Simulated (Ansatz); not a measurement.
Reaction (hydrogenolysis of the Si–Br bond): `C[SiH](Cl)Br` + H₂ → `C[SiH2]Cl` + HBr

Computed with Ansatz on PBE0-D4/def2-TZVP structures; ΔE is electronic, products minus reactants. CCSD(T)/CBS is the MP2 limit (def2-TZVPP, def2-QZVPP) plus CCSD(T) − MP2 in def2-TZVPP, frozen cores. This one scheme is used for every species. Functionals use def2-TZVPP. For Br outer-core shells are correlated without core-valence functions, which leaves a few kJ/mol of doubt a bond. Scalar relativity is left out up to krypton.

```tsv
level	ΔE (kJ/mol)	difference from CCSD(T)/CBS
PBE0-D4	80.7	-2.0
CAM-B3LYP-D4	72.8	-9.9
ωB97M-V	80.6	-2.1
PBE	75.6	-7.1
CAM-B3LYP	66.7	-16.0
RPA@PBE/def2-TZVPP	68.3	-14.4
HF/def2-SVP	50.4	-32.3
HF/def2-QZVPP	60.5	-22.2
MP2/def2-QZVPP	91.4	8.7
SCS-MP2/def2-QZVPP	82.3	-0.4
CCSD(T)/CBS	82.7	0
```

Largest T1 diagnostic among the species: 0.009.

In def2-TZVPP, CCSD(T) changes the Hartree–Fock value by +13.7 kJ/mol (the triples alone add +4.3 kJ/mol) and MP2 by +26.0 kJ/mol. The D4 term adds +10.6 kJ/mol with B3LYP and +5.6 kJ/mol with PBE0; it sums over pairs of atoms, weighted by their polarisabilities, and B3LYP, whose exchange is more repulsive, gets the larger term.

B3LYP here is the variant with VWN-RPA as its local correlation; programs differ in this.
